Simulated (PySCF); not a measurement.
C₃H₆OSi, SMILES [SiH2](CO)C#C.

The structure is a stationary point at TPSSh-D3(BJ)/def2-SVP. This is a generated structure with no PubChem entry under its InChIKey; it may be hypothetical. One conformer was computed; it need not be the lowest.

Method: SMD-ωB97X/6-31G* (PySCF).

Solvation free energies are E(SMD) − E(gas) at the gas-phase geometry, for 1 M in both phases. In vacuum the dipole moment is 1.88 D.

### Question
Estimate the solvation free energies in water, chloroform, toluene. (The exact figures need the calculation; the answer reports its results.)

### Answer

```csv
solvent,ΔG(solv) (kcal/mol),its non-electrostatic (CDS) part,dipole (D)
water,-4.4,5.7,2.49
chloroform,-4.5,0.8,2.22
toluene,-2.6,0.3,2.06
```
